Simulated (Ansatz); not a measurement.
A run for Ansatz (a first-principles code): R-PBE0/def2-TZVPP on C2H6Si (SMILES C[Si]C), a point of a torsion scan.

Ansatz 0.2 input:
```yaml
crystal:
  periodic: [false, false, false]
  atoms:
    - {symbol: C, position_ang: [1.45872019, -0.03241698, 0.07288628]}
    - {symbol: Si, position_ang: [0.10012991, 0.27803514, -1.25828347]}
    - {symbol: C, position_ang: [-1.44684489, -0.31018511, -0.27543938]}
    - {symbol: H, position_ang: [1.97611284, -0.96867995, -0.13552782]}
    - {symbol: H, position_ang: [2.21421522, 0.75135669, 0.05046060]}
    - {symbol: H, position_ang: [1.07131256, -0.08920856, 1.09115568]}
    - {symbol: H, position_ang: [-1.32488105, -1.32999418, 0.09181619]}
    - {symbol: H, position_ang: [-2.34710737, -0.28983392, -0.88680201]}
    - {symbol: H, position_ang: [-1.62857056, 0.32890781, 0.58948236]}
basis:
  gaussian:
    orbitals: def2-TZVPP
hamiltonian:
  xc: {name: PBE0}
scf: {lower_state_search: off}
```

The head of its log:

```
Functional definition: PBE0
[...]
these checks for a lower state are left out or cut short: stability, starts, cluster_reference, orbital_swaps, neighbouring_geometries, increment
integrals: 0.08 GiB planned
1005 factors; their error is unknown
mean field: 0.80 GiB planned
mean field evaluation 1: about -10032.2508 eV, gradient 6.9e1 eV
mean field evaluation 2: about -10026.2489 eV, gradient 7.8e1 eV
```

Question: What total energy does the run end on?

Answer: -369.0782 hartree.
